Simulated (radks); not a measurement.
Ca I, configuration [Ar] 4s2.

All-electron calculation, scalar-relativistic Kohn-Sham, LDA (Slater exchange, Perdew-Wang correlation), spin-polarised, spherical densities, finite nucleus; Fermi nuclear charge, rms radius 3.4776 fm. Program: a radial shooting solver on a logarithmic mesh with Libxc functionals.

Energy parts (hartree):
part                       energy
total                  -678.69038
kinetic                 682.86625
electron-nucleus      -1613.54712
Hartree                 286.29332
exchange-correlation    -34.30282

Orbitals (lengths in bohr, moments of r in powers of bohr; r(max) is where P^2 peaks; r(90%) holds 90 % of the orbital's charge):
| orbital | occ. | eigenvalue (hartree) | r(90%) | r(max) | <r^2> |
|---|---|---|---|---|---|
| 1s | 2 | -144.7184 | 0.138 | 0.05040 | 0.007978 |
| 2s | 2 | -15.18171 | 0.569 | 0.3007 | 0.1583 |
| 2p | 6 | -12.29560 | 0.542 | 0.2465 | 0.1335 |
| 3s | 2 | -1.72106 | 1.74 | 0.9929 | 1.551 |
| 3p | 6 | -1.02845 | 1.97 | 1.046 | 1.919 |
| 3d | 0 | -0.07839 | 4.29 | 1.281 | 7.568 |
| 4s | 2 | -0.14201 | 5.97 | 3.325 | 18.15 |
| 4p | 0 | -0.05288 | 8.16 | 4.375 | 33.22 |
| 5s | 0 | -0.00304 | 23.7 | 10.56 | 262.4 |

The highest occupied level is 4s at -3.864 eV. The electron density at the nucleus is 6150 e/bohr^3 (large components only). The density falls to 0.001 e/bohr^3 at r = 5.06 bohr.
